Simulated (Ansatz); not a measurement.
Consider the hydrogenolysis of a Te–B bond: `OB[TeH]` + H₂ → H₂Te + `BO`.

Calculated with Ansatz (gas phase, PBE0-D4/def2-TZVP geometries, no zero-point term in ΔE). CBS: MP2 limit from def2 TZ/QZ plus the TZ coupled-cluster correction, frozen cores. This one scheme is used for every species. Elements past krypton have def2 core potentials. For Te outer-core shells are correlated without core-valence functions, which leaves a few kJ/mol of doubt a bond. One conformer a species, not always the lowest.

| species | SCS-MP2/def2-TZVPP energy (Eh) |
| --- | --- |
| `OB[TeH]` | -369.15063 |
| H₂ | -1.17094 |
| H₂Te | -268.58520 |
| `BO` | -101.72534 |

**Question.** Work out ΔE.

**Answer.** ΔE = (-268.58520) + (-101.72534) − (-369.15063) − (-1.17094) = 0.01103 Eh = +29.0 kJ/mol. CCSD(T)/CBS gives +33.3 kJ/mol.

Largest T1 diagnostic among the species: 0.014.

Leaving LDA and LC-ωPBE aside and taking each functional with its dispersion term where it has one, the values, not all of them listed here, spread over 22.5 kJ/mol, from CAM-B3LYP-D4 to revPBE-D4. LDA lies +4.2 kJ/mol from PBE without D4. In def2-TZVPP, CCSD(T) changes the Hartree–Fock value by +27.2 kJ/mol (the triples alone add +6.6 kJ/mol) and MP2 by +37.7 kJ/mol.
